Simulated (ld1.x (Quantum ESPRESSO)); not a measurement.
**sulfur: excitation energies, all-electron against TM**

| Quantity | Value |
| --- | --- |
| Element | S (Z = 16) |
| Generator | ld1.x (Quantum ESPRESSO) 7.5 |
| Type | norm-conserving Troullier–Martins (Kleinman–Bylander form) |
| Functional | PBE |
| Relativity | fully relativistic |
| Frozen core | [Ne] |
| Valence charge | 6 |
| Reference configuration | 3s2 3p4 |
| Partial waves | 3s (bound): rc 1.00 bohr; 3p (bound): rc 1.25 bohr |
| Local potential | all-electron potential smoothed inside 1.20 bohr (lloc = -1) |
| Core correction | none |

Open shells are filled in proportion to 2j + 1 (rel_dist='average').

Energies are relative to the spin-unpolarised reference configuration 3s2 3p4; without spin polarisation the order of configurations can differ from experiment. The frozen-core shift is the all-electron ΔE with the core orbitals held at their reference shape minus the fully relaxed ΔE.

Give the all-electron excitation energy and the error of the potential for: 3s2 3p3; 3s2 3p2; 3s2 3p1; 3s1 3p4; 3s1 3p5; 3s2 3p3.5; 3s0 3p6.

```tsv
valence configuration	charge	ΔE all-electron (eV)	error AE − PS (meV)	frozen-core shift (meV)
3s2 3p3	+1	11.769	+6.7	+0.8
3s2 3p2	+2	34.053	+45	+7.6
3s2 3p1	+3	68.095	+162	+33
3s1 3p4	+1	22.647	+27	+1.9
3s1 3p5	0	10.311	+24	+0.4
3s2 3p3.5	+0.5	4.660	+1.3	+0.1
3s0 3p6	0	20.739	+132	+1.4
```
